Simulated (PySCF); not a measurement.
C3H6BN3.

```xyz
13

C      3.5029     0.2983     0.1051
C      2.2999     0.2176     0.2441
C      0.8789     0.1281     0.4767
N      0.0293    -0.0140    -0.4552
B     -1.4110    -0.1352    -0.2180
N     -1.9056    -1.3125     0.4056
N     -2.2491     0.9304    -0.6329
H      4.5652     0.3682    -0.0361
H      0.5960     0.1949     1.5500
H     -2.8888    -1.5483     0.4497
H     -1.2962    -2.0926     0.6117
H     -1.8782     1.7345    -1.1203
H     -3.2559     0.9280    -0.5433
```

Coordinates come from a B3LYP-D3(BJ)/def2-SVP optimisation. The structure was generated by enumeration; whether it is a known compound was not checked. Other conformers were not sampled.

The numbers are results of HF/pcSseg-1 run with PySCF, not measurements. Non-relativistic, no solvent.

Computed absolute GIAO shielding of each atom: isotropic value and principal components (ppm):
```csv
atom,σ(iso),σ11,σ22,σ33,span
C1,102.6,46.1,50.2,211.3,165.2
C2,112.5,5.7,16.0,315.7,309.9
C3,39.0,-91.0,67.6,140.4,231.4
N4,-192.2,-613.3,-215.7,252.4,865.7
B5,84.7,54.8,84.6,114.7,60.0
N6,224.8,197.4,216.1,260.8,63.4
N7,222.4,190.3,218.2,258.7,68.4
H8,28.2,24.0,24.3,36.2,12.2
H9,24.2,20.8,23.6,28.3,7.4
H10,30.1,23.4,26.8,40.1,16.8
H11,30.2,23.4,27.4,39.8,16.4
H12,29.7,23.2,26.7,39.3,16.2
H13,29.9,23.4,26.8,39.5,16.1
```
